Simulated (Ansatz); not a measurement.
H$_{7}$Ge$_{2}$In (SMILES [GeH3][InH][GeH3]), singlet, geometry from GFN2-xTB (such geometries of metal compounds can be far from the true shape) (core potentials on In).

The Ansatz (a first-principles code) input:
Ansatz 0.2 input:
```yaml
crystal:
  periodic: [false, false, false]
  atoms:
    - {symbol: In, position_ang: [0.62557463, -0.13863916, -0.33832396]}
    - {symbol: Ge, position_ang: [-0.69688000, -2.15426388, 0.69186434]}
    - {symbol: H, position_ang: [-0.23243058, -3.57872923, 0.45848528]}
    - {symbol: H, position_ang: [-0.84342221, -2.11466450, 2.20701894]}
    - {symbol: H, position_ang: [-2.15477811, -2.22509940, 0.25762905]}
    - {symbol: Ge, position_ang: [-0.18562093, 2.35050723, -0.21435822]}
    - {symbol: H, position_ang: [-0.23895188, 3.18457284, -1.48238950]}
    - {symbol: H, position_ang: [-1.62395241, 2.44604745, 0.27630088]}
    - {symbol: H, position_ang: [0.52360890, 3.28667026, 0.75146548]}
    - {symbol: H, position_ang: [2.15679968, -0.48526607, -1.17083236]}
basis:
  gaussian:
    orbitals: def2-SV_P_.json
hamiltonian:
  xc: hf
```
The basis file holds def2-SV(P) in the JSON format of the Basis Set Exchange.

### Question
Predict the number of basis functions from HF/def2-SV(P) run with Ansatz.

### Answer
104

### Question
Give the total energy at the level HF/def2-SV(P).

### Answer
-4343.4534 Eh
